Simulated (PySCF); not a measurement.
**Excitation energy of Se by level of theory**

Se [Ar] 3d10 4s2 4p4 (3P) → Se [Ar] 3d10 4s1 4p5 (3P), as a difference of total energies. Calculation: PySCF 2.14, in aug-cc-pVQZ-DK; the spin-free X2C one-electron Hamiltonian (Gaussian nucleus). Correlated levels: valence: [Ar] 3d10 frozen. The calculations carry no spin-orbit coupling.

```
           method  excitation energy (eV)
              UHF                  11.733
    MP2 (valence)                  10.846
SCS-MP2 (valence)                  10.736
   CCSD (valence)                   9.830
CCSD(T) (valence)                   9.054
```

Problem. How much does correlation contribute at CCSD(T) (valence)?

Solution. 9.054 − (11.733) = -2.679 eV, measured against UHF.

A first-order spin-orbit estimate (lowest level to lowest level, LS coupling) adds -0.013 eV.

The upper state lies above the first ionisation limit, where it may autoionise and the basis confines it.

The coupled-cluster amplitudes are large for the upper state (T1 above 0.03 or a double amplitude above 0.15), so a single reference is strained.
